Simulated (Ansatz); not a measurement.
Geometry optimisation, RKS PBE-D4/STO-3G (Ansatz).

input.yaml

```yaml
crystal:
  periodic: [false, false, false]
  atoms:
    - { symbol: B, position_ang: [-1.1172, 0.5129, -0.8148] }
    - { symbol: C, position_ang: [0.0289, 0.0443, 0.0501] }
    - { symbol: B, position_ang: [0.453, -1.4495, -0.0917] }
    - { symbol: C, position_ang: [0.7324, 0.8871, 0.8923] }
    - { symbol: H, position_ang: [-1.7155, -0.1818, -1.5899] }
    - { symbol: H, position_ang: [-1.5292, 1.6959, -0.7526] }
    - { symbol: H, position_ang: [1.4111, -1.8618, 0.5735] }
    - { symbol: H, position_ang: [-0.0284, -2.1655, -0.8306] }
    - { symbol: H, position_ang: [1.4924, 0.551, 1.55] }
    - { symbol: H, position_ang: [0.3555, 1.9162, 1.0167] }
basis:
  gaussian: { orbitals: STO-3G }
hamiltonian:
  xc: pbe
  dispersion: d4
relax:
  f_tol: 0.02
  max_steps: 40
scf:
  lower_state_search: "off"
```

Command:

```bash
$ ansatz run input.yaml --threads 1 --pin off --max-ram 2048MiB --backend cpu --events-out ev --progress --plain --runs-dir out
```

Where does it end, and by what steps?

The forces met the threshold. Limits of this set-up: minimal basis. After 5 steps the energy has fallen by 0.360 eV; H8 moved furthest, 0.09 Å.

```csv
step,energy less start (eV),largest force component (eV/Å),accepted
0,0.0000,2.725,yes
1,-0.0920,1.711,yes
2,-0.3187,0.401,yes
3,-0.3586,0.056,yes
4,-0.3595,0.083,yes
5,-0.3599,0.002,yes
```

```xyz
10
Properties=species:S:1:pos:R:3
B -1.164 0.574 -0.833
C 0.012 0.000 0.007
B 0.518 -1.468 -0.071
C 0.653 0.855 0.881
H -1.748 -0.105 -1.602
H -1.483 1.705 -0.703
H 1.422 -1.816 0.608
H 0.012 -2.246 -0.801
H 1.504 0.529 1.518
H 0.356 1.920 0.999
```

Whether the end is a true minimum wasn't checked by a vibrational analysis.

The run took 3.5 s on 1 thread of Intel(R) Xeon(R) 6975P-C (Granite Rapids), with other jobs on the host, peak memory 0.11 GiB.
